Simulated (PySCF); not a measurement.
Predicted microwave data (PBE0/def2-SVPD in PySCF (dipole) on a GFN2-xTB geometry, gas phase) for one isomer of C6H9NO:

| Item | Value |
| --- | --- |
| Rotational constants | A = 7226, B = 1002, C = 973.9 MHz |
| Dipole components | \|μa\| = 2.50 D, \|μb\| = 0.00 D, \|μc\| = 2.72 D |
| Inertial defect | -55.58 u·Å² |
| κ | -0.99 |

**Question.** Which structure is it? (One computed conformer of each.)
A. `[CH2:1]=[C:2]1[CH2:3][CH:4]([NH:5][CH:6]=[O:7])[CH2:8]1` with C3–C4–N5–C6 129°, C4–N5–C6–O7 0°
B. `[CH2:1]=[CH:2][CH:3]([CH:4]=[CH2:5])[C:6]([NH2:7])=[O:8]` with C1–C2–C3–C4 -118°, C2–C3–C4–C5 118°, C2–C3–C6–N7 -121°, C3–C6–N7–H 180° and 0°
C. `[CH3:1][CH2:2][O:3][CH2:4]/[CH:5]=[CH:6]\[C:7]#[N:8]` with C1–C2–O3–C4 -177°, C2–O3–C4–C5 -71°, O3–C4–C5–C6 139°

**Answer.** A. It is C=C1CC(NC=O)C1, a near-prolate asymmetric top, point group Cs. The candidates at the same level (rigid rotor, commonest isotopes):

```json
{"SMILES": "C=C1CC(NC=O)C1", "A (MHz)": "7226", "B (MHz)": "1002", "C (MHz)": "973.9", "μa (D)": "2.50", "μb (D)": "0.00", "μc (D)": "2.72", "Δ (u·Å²)": "-55.58", "point group": "Cs", "rotor": "near-prolate asymmetric top"}
{"SMILES": "C=CC(C=C)C(N)=O", "A (MHz)": "2165", "B (MHz)": "1785", "C (MHz)": "1261", "μa (D)": "0.42", "μb (D)": "0.00", "μc (D)": "3.55", "Δ (u·Å²)": "-115.86", "point group": "Cs", "rotor": "asymmetric top"}
{"SMILES": "CCOC/C=C\\C#N", "A (MHz)": "4487", "B (MHz)": "918.7", "C (MHz)": "863.6", "μa (D)": "1.93", "μb (D)": "2.12", "μc (D)": "1.72", "Δ (u·Å²)": "-77.52", "point group": "C1", "rotor": "near-prolate asymmetric top"}
```

`CCOC/C=C\C#N` has A 38 % too low; `C=CC(C=C)C(N)=O` has B 78 % too high. In the right answer the mirror of this Cs structure is the ac plane, so μb vanishes by symmetry (the 0.01 D computed is a residue). No structure here is proved a minimum.
